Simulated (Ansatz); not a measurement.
Reactions of `C[O][Ge]([CH3])([OH])[OH]`.

Isolated molecules relaxed with PBE0-D4/def2-TZVP in Ansatz; ΔE leaves out vibrations. CBS: MP2 limit from def2 TZ/QZ plus the TZ coupled-cluster correction, frozen cores. Elements past krypton have def2 core potentials. For Ge, Hf outer-core shells are correlated without core-valence functions, which leaves a few kJ/mol of doubt a bond. Scalar relativity is left out up to krypton. One conformer a species, not always the lowest.

Order these by ΔE at CCSD(T)/CBS, lowest first. (Best estimate.)
A. `C[O][Ge]([CH3])([OH])[OH]` + `OCN[SiH3]` → `CC(O)N[SiH3]` + `[CH3][Ge]([OH])([OH])[OH]`
B. `C[O][Ge]([CH3])([OH])[OH]` + `CO[Si](F)(F)S` → `CO[Si](F)(F)SC` + `[CH3][Ge]([OH])([OH])[OH]`
C. `C[O][Ge]([CH3])([OH])[OH]` + `[OH][Hf]([Cl])([Cl])[Cl]` → `C[O][Hf]([Cl])([Cl])[Cl]` + `C[O][GeH]([OH])[OH]`

A (-77.2 kJ/mol), B (-47.7 kJ/mol), C (+90.9 kJ/mol).

Largest T1 diagnostic: 0.014, for `C[O][Hf]([Cl])([Cl])[Cl]`.
